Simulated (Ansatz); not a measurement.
`C[S][AlH2]` + `C[SiH](O)F` → `C[SiH](F)[O][AlH2]` + CH₃SH  (ligand exchange at the Al–S bond)

Program: Ansatz. Geometries: PBE0-D4/def2-TZVP. ΔE: electronic, gas phase. CBS: MP2 limit from def2 TZ/QZ plus the TZ coupled-cluster correction, frozen cores. This one scheme is used for every species. DFT in def2-TZVPP. B3LYP here is the variant with VWN-RPA as its local correlation; programs differ in this. One conformer a species, not always the lowest.

Problem. Is it downhill or uphill in electronic energy at CCSD(T)/CBS, and by how much? (An estimate is asked.)

Solution. Computed: Downhill: ΔE = -0.53 eV.

Problem. What do these levels give: r2SCAN-D4, PBE0-D4, ωB97X-V, ωB97M-V, B2PLYP, r2SCAN, PBE0, B3LYP, HF/def2-TZVPP, SCS-MP2/def2-TZVPP, CCSD/def2-TZVPP, MP2/CBS(def2)? (Best estimate.)

Solution. Computed: r2SCAN-D4 -0.50, PBE0-D4 -0.43, ωB97X-V -0.55, ωB97M-V -0.54, B2PLYP -0.58, r2SCAN -0.49, PBE0 -0.43, B3LYP -0.58, HF/def2-TZVPP -0.71, SCS-MP2/def2-TZVPP -0.61, CCSD/def2-TZVPP -0.60, MP2/CBS(def2) -0.52 eV.

Largest T1 diagnostic among the species: 0.012.

From PBE to PBE0 (25 % exact exchange), in def2-TZVPP and without D4, ΔE moves by −0.04 eV. In def2-TZVPP, CCSD(T) changes the Hartree–Fock value by +0.14 eV (the triples alone add +0.04 eV) and MP2 by +0.16 eV.
